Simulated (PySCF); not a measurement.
H₁₀NSi₃, SMILES [SiH3][NH+]([SiH3])[SiH3], charge +1.

Geometry: PBE0-D3(BJ)/def2-SVP. The isomer is the one that the SMILES or the coordinates give; other isomers of the formula were not compared.

Calculation: PBE/def2-TZVP (PySCF).

Problem. Estimate the frontier levels, gap, dipole moment and polarisability. (Estimate from the structure and the level; the computed values follow.)

Solution. 
The highest occupied level is -12.99 eV. The lowest empty level comes out as -6.52 eV, the orbital gap is 6.47 eV and the dipole moment about the centre of nuclear charge is 0.209 e·Å. The mean static polarisability comes out as 81.3 bohr³ (12.04 Å³) and the polarisability, principal values comes out as 70.9, 86.4, 86.4 bohr³.
